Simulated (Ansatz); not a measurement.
Stepwise reaction of `[CH3][GeH2][CH3]` with hydrogen sulfide, as a gas-phase model of exchange steps in deposition or etching. ΔE in kJ/mol; ΔG adds harmonic PBE0-D4 terms to CCSD(T)/CBS, at 1 bar.

Gas-phase electronic energies from Ansatz, PBE0-D4/def2-TZVP geometries. CCSD(T)/CBS is the MP2 limit (def2-TZVPP, def2-QZVPP) plus CCSD(T) − MP2 in def2-TZVPP, frozen cores. This one scheme is used for every species. DFT in def2-TZVPP. B3LYP here is the variant with VWN-RPA as its local correlation; programs differ in this. For Ge outer-core shells are correlated without core-valence functions, which leaves a few kJ/mol of doubt a bond. Scalar relativity is left out up to krypton. Each species was taken in one conformer, which may not be the lowest.

```json
{"step": "2", "reaction": "`[CH3][GeH2][SH]` + H₂S → `[SH][GeH2][SH]` + CH₄", "PBE-D4": "-67.6", "B3LYP-D4": "-66.7", "ωB97M-V": "-61.7", "CCSD(T)/CBS": "-60.1", "ΔG(400 K)": "-49.4"}
```

(1) Give the row of step 1, `[CH3][GeH2][CH3]` + H₂S → `[CH3][GeH2][SH]` + CH₄. (Estimate.)

(2) By hand: ΔE of the 2 steps together at CCSD(T)/CBS.

Results:

(1) Ansatz gave: 
| step | reaction | PBE-D4 | B3LYP-D4 | ωB97M-V | CCSD(T)/CBS | ΔG(400 K) |
| --- | --- | --- | --- | --- | --- | --- |
| 1 | `[CH3][GeH2][CH3]` + H₂S → `[CH3][GeH2][SH]` + CH₄ | -70.6 | -71.0 | -67.1 | -65.9 | -57.1 |

(2) (-65.9) + (-60.1) = -126.0 kJ/mol, or -63.0 kJ/mol a step.

In ΔE each step is higher than the one before. All are downhill at CCSD(T)/CBS. ΔG lies between -57.1 and -49.4 kJ/mol a step. PBE-D4 differs from CCSD(T)/CBS by -7.5 to -4.7 kJ/mol a step. Isolated molecules leave out the surface, adducts and barriers. Largest T1 diagnostic: 0.011.
